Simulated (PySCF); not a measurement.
## C₆ coefficients of unlike pairs at UHF

Calculated with PySCF 2.14 from the dipole response of each species, C₆(A,B) = (3/π) ∫ α_A(iu) α_B(iu) du, in atomic units, from isotropic polarisabilities. For ions this is the dispersion term alone; charge-induced terms of lower order in 1/R come first.

| species | configuration | basis | relativity | α (bohr³) | C₆ (like pair) |
| --- | --- | --- | --- | --- | --- |
| Xe | [Xe] (1S) | aug-cc-pwCVTZ-DK3 (10s9p7d4f1g) | spin-free X2C | 26.61 | 283.6 |
| C²⁺ | [He] 2s2 (1S) | x2c-QZVPPall with one added diffuse shell each of s, p, d, f type (8s5p4d3f1g) | spin-free X2C | 4.493 | 7.077 |
| B | [He] 2s2 2p1 (2P) | aug-cc-pVDZ-DK (4s3p2d) | spin-free X2C | 21.75 | 104.8 |
| Ge | [Ar] 3d10 4s2 4p2 (3P) | aug-cc-pVQZ-PP with ECP10MDF (7s6p5d3f2g) | core potential | 41.29 | 361.4 |

Question: Estimate C₆ for B with C²⁺.

Answer: The integral gives 26.65. The combination rule 2 C_A C_B / (C_A α_B/α_A + C_B α_A/α_B) gives 26.53 and the geometric mean 27.23.

No spin-orbit coupling is included.

The other pairs:

```csv
pair,C₆
"Ge, C²⁺",49.36
"Ge, B",194.5
"C²⁺, Xe",44.67
"Ge, Xe",306.9
"B, Xe",165.7
```
